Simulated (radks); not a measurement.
These are the eigenvalues of the occupied orbitals of an atom or ion with whole-number occupations (eV). Method: non-relativistic Kohn-Sham, LB94 model potential, spin-polarised, spherical densities, point nucleus; computed with a radial shooting solver on a logarithmic mesh with Libxc functionals.

1s down: -65112.79
1s up: -65112.67
2s down: -14372.32
2s up: -14372.04
2p up: -14014.83
2p down: -14012.70
3s up: -5997.968
3s down: -5988.606
3p up: -5868.774

Which element is it, and in what charge state? The configuration may be excited. Open shells, if any, are filled with parallel spins first.

Answer. Z = 72, hafnium, charge +59: Hf59+ in [Ne] 3s2 3p1. The list shows which subshells hold electrons but not how many an open one holds; the 1s level, -2392.9 hartree, gives Z - s = 69.2 by -(Z - s)^2/2, which with screening narrows Z to a few neighbours, and the depths of the outer levels then fix element, charge and occupations together.
